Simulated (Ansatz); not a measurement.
Gas-phase electronic energies from Ansatz, PBE0-D4/def2-TZVP geometries. CBS: MP2 limit from def2 TZ/QZ plus the TZ coupled-cluster correction, frozen cores. Functionals use def2-TZVPP. B3LYP here is the variant with VWN-RPA as its local correlation; programs differ in this. Each species was taken in one conformer, which may not be the lowest.

Reaction (cleavage of the Si–Si bond): `[SiH3][SiH]1C[SiH2]O1` + `N=CCF` → `FC/C=N\[SiH3]` + `C1[SiH2]O[SiH2]1`

`[SiH3][SiH]1C[SiH2]O1`:

```xyz
13

Si   -1.532    0.621   -1.677
Si   -0.360   -0.727   -0.163
C     1.458   -0.283    0.132
Si    0.827    0.055    1.877
O    -0.733   -0.365    1.437
H    -3.000    0.412   -1.564
H    -1.226    2.055   -1.416
H    -1.108    0.291   -3.066
H    -0.590   -2.171   -0.453
H     2.164   -1.107    0.030
H     1.832    0.587   -0.409
H     0.910    1.467    2.331
H     1.360   -0.835    2.941
```

`N=CCF`:

Z-matrix (Å, degrees):
```
C
C 1 1.497
F 1 1.373 2 111.2
H 1 1.096 2 110.1 3 -120.4
H 1 1.096 2 110.1 3 120.4
N 2 1.259 1 126.7 3 0.0
H 2 1.095 1 114.4 3 179.9
H 6 1.023 2 110.0 1 -0.0
```

`FC/C=N\[SiH3]`:

Z-matrix (Å, degrees):
```
C
C 1 1.500
F 1 1.371 2 112.1
H 1 1.097 2 109.5 3 120.9
H 1 1.097 2 109.5 3 -120.9
N 2 1.252 1 128.4 3 0.0
H 2 1.103 1 111.9 3 -180.0
Si 6 1.746 2 131.5 1 -0.0
H 8 1.484 6 106.3 2 180.0
H 8 1.486 6 111.8 2 62.2
H 8 1.486 6 111.8 2 -62.3
```

`C1[SiH2]O[SiH2]1`:

Z-matrix (Å, degrees):
```
Si
O 1 1.676
Si 1 2.482 2 42.2
C 1 1.887 2 91.1 3 -0.0
H 1 1.485 2 111.8 3 118.5
H 1 1.485 2 111.8 3 -118.5
H 3 1.485 1 125.0 2 84.5
H 3 1.485 1 125.0 2 -84.5
H 4 1.090 1 115.8 2 114.9
H 4 1.090 1 115.8 2 -114.9
```

| level | ΔE (kJ/mol) | difference from CCSD(T)/CBS |
| --- | --- | --- |
| PBE-D4 | -10.6 | 16.4 |
| r2SCAN-D4 | -24.6 | 2.4 |
| PBE0-D4 | -15.1 | 11.9 |
| B3LYP-D4 | -28.0 | -1.0 |
| ωB97X-V | -26.7 | 0.3 |
| ωB97M-V | -32.7 | -5.7 |
| B2PLYP | -32.2 | -5.2 |
| PBE | -11.1 | 15.9 |
| r2SCAN | -25.0 | 2.0 |
| PBE0 | -15.9 | 11.1 |
| B3LYP | -28.9 | -1.9 |
| HF/def2-TZVPP | -43.7 | -16.7 |
| MP2/def2-TZVPP | -35.8 | -8.8 |
| SCS-MP2/def2-TZVPP | -37.3 | -10.3 |
| CCSD/def2-TZVPP | -27.8 | -0.8 |
| CCSD(T)/def2-TZVPP | -25.9 | 1.1 |
| HF/def2-QZVPP | -45.0 | -18.0 |
| MP2/def2-QZVPP | -36.9 | -9.9 |
| SCS-MP2/def2-QZVPP | -38.1 | -11.1 |
| HF/CBS(def2) | -45.1 | -18.1 |
| MP2/CBS(def2) | -36.9 | -9.9 |
| CCSD/CBS(def2) | -28.9 | -1.9 |
| CCSD(T)/CBS | -27.0 | 0 |

Largest T1 diagnostic among the species: 0.013.

In def2-TZVPP, CCSD(T) changes the Hartree–Fock value by +17.7 kJ/mol (the triples alone add +1.9 kJ/mol) and MP2 by +7.9 kJ/mol. From PBE to PBE0 (25 % exact exchange), in def2-TZVPP and without D4, ΔE moves by −4.8 kJ/mol.

CCSD(T)/CBS has its own doubt, a few kJ/mol and more with outer-core shells, so smaller differences from it don't rank the levels.
